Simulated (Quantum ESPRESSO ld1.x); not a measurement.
Question: All-electron atom: Sb VI in [Kr] 4d10 (the NIST ground configuration). Method: Dirac Kohn-Sham, LDA (Slater exchange, Perdew-Zunger correlation), spin-unpolarised, spherical densities, point nucleus; computed with ld1.x of Quantum ESPRESSO 7.5. Some entries of the table are withheld. Estimate them.

orbital,occ.,eigenvalue (eV),r(max) (bohr)
1s1/2,2,-30308.8,0.018
2s1/2,2,-4660.61,0.103
2p1/2,2,-4366.28,0.080
2p3/2,4,-4114.79,0.085
3s1/2,2,-959.588,0.300
3p1/2,2,(1),0.286
3p3/2,4,(2),0.298
3d3/2,4,-579.017,0.242
3d5/2,6,-569.362,0.246
4s1/2,2,-205.461,(3)
4p1/2,2,-164.544,0.747
4p3/2,4,-155.808,0.771
4d3/2,4,-90.6131,(4)
4d5/2,6,-89.3091,(5)
5s1/2,0,-61.3969,1.73
5p1/2,0,-50.5007,(6)
5p3/2,0,-49.0484,(7)

Answer: 
(1) 3p1/2 eigenvalue (eV): -839.072
(2) 3p3/2 eigenvalue (eV): -792.671
(3) 4s1/2 r(max) (bohr): 0.723
(4) 4d3/2 r(max) (bohr): 0.835
(5) 4d5/2 r(max) (bohr): 0.849
(6) 5p1/2 r(max) (bohr): 1.90
(7) 5p3/2 r(max) (bohr): 1.95
